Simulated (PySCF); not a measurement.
Sb(Cl)3 cation (Cl₃Sb), SMILES [Cl][Sb]([Cl])[Cl] (connectivity only; charge and spin as stated), charge +1, multiplicity 2. The structure is a stationary point at PBE0-D3(BJ)/def2-SVP. The multiplicity is an assumed one; other spin states were not compared. The isomer is the one that the SMILES or the coordinates give; other isomers of the formula were not compared. The def2 effective core potentials stand for the cores of Sb; spin–orbit coupling is left out.

Level of theory: PBE0-D3(BJ)/def2-SVP (PySCF).

Harmonic wavenumbers (cm⁻¹): 109, 109, 122, 374, 401, 401. Rotational constants (GHz): 1.777, 1.777, 1.037; symmetry number 1.

Task: Work out the zero-point energy and the ideal-gas rigid-rotor harmonic-oscillator thermochemistry at 298.15 K and 1 atm.

Result: ZPE = ½ Σ hcν = ½ × 1515 cm⁻¹ = 2.17 kcal/mol. H − E(el) = 6.47 kcal/mol. Entropy in cal/(mol K): translation 42.18, rotation 28.97, vibration 12.63, spin 1.38, total 85.16. G − E(el) = -18.92 kcal/mol. Cp = 18.23 cal/(mol K). Modes under 150 cm⁻¹ make the vibrational entropy uncertain.
